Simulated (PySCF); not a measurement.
chlorosilylboronic acid (BClH₄O₂Si), SMILES OB(O)[SiH2]Cl.

Geometry optimised at B3LYP-D3(BJ)/def2-SVP. The values are those of a single conformer.

Level of theory: ωB97X/def2-TZVP (PySCF).

Gas-phase values at a fixed geometry.

```yaml
total_energy: -927.59431 hartree
point_group: Cs
highest_occupied_level: -10.59 eV
lowest_empty_level: 1.38 eV
orbital_gap: 11.97 eV
dipole_moment: 2.32 D
quadrupole, principal values (traceless, Buckingham form, about the centre of nuclear charge): -13.23, 1.41, 11.82 D·Å
mean_static_polarisability: 58.5 bohr³ (8.67 Å³)
polarisability_principal_values: 46.4, 60.5, 68.7 bohr³
```
